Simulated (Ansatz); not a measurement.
## Two structures, one formula

Two relaxed structures of H₂SeS₂, singlet (PBE0-D4/def2-TZVP; forces vanish, vibrations not checked).

A:

```
5
angstrom
S -1.7964 -0.1928 0.3574
S 1.6267 0.2323 0.8230
Se 0.1259 -1.2242 0.1768
H -1.8300 0.3399 -0.8780
H 1.8551 0.7976 -0.3767
```

B:

S1  (-1.651, -0.291, 0.071)
S2  (-0.067, -1.242, 0.653)
Se3  (1.828, 0.053, 0.773)
H4  (0.402, -1.890, -0.445)
H5  (1.587, 0.647, -0.550)
(Å)

Ansatz 0.2.0; basis: def2-TZVPP; cores frozen in the correlated methods. Filled d shells of the heavier atoms are correlated. The def2 sets are not built for correlating such inner shells, so the correlated values are less sure here. B3LYP uses VWN-RPA correlation.

Which structure is lower at CCSD(T), and by how much? (To be estimated.)

The calculation gives: A, by 1.342 eV (electronic energy, against the other). By their contacts, A is H₂SeS₂ ([SH][Se][SH]) and B is H₂SeS₂ ([S][SH][SeH]).

All methods give the same order:

```json
{"method": "PBE-D4", "E(B) − E(A) (eV)": "1.132"}
{"method": "r2SCAN-D4", "E(B) − E(A) (eV)": "1.164"}
{"method": "PBE0-D4", "E(B) − E(A) (eV)": "1.248"}
{"method": "B3LYP-D4", "E(B) − E(A) (eV)": "1.241"}
{"method": "wB97M-V", "E(B) − E(A) (eV)": "1.364"}
{"method": "HF", "E(B) − E(A) (eV)": "1.560"}
{"method": "MP2", "E(B) − E(A) (eV)": "1.310"}
{"method": "CCSD", "E(B) − E(A) (eV)": "1.409"}
{"method": "CCSD(T)", "E(B) − E(A) (eV)": "1.342"}
```

The T1 diagnostic stays at or below 0.018.

Labels in which every atom is bracketed show which atoms are joined, not bond orders.

For scale, one of the runs: CCSD(T)/def2-TZVPP, 160 basis functions, launched by `ansatz run in.yaml --threads 2 --pin off --events-out ev --progress --plain --max-ram 4352MiB`. Time: 32 s of wall clock on 2 CPU threads of an Arm Neoverse V2; the host was shared. Peak host memory: 1.1 GiB.
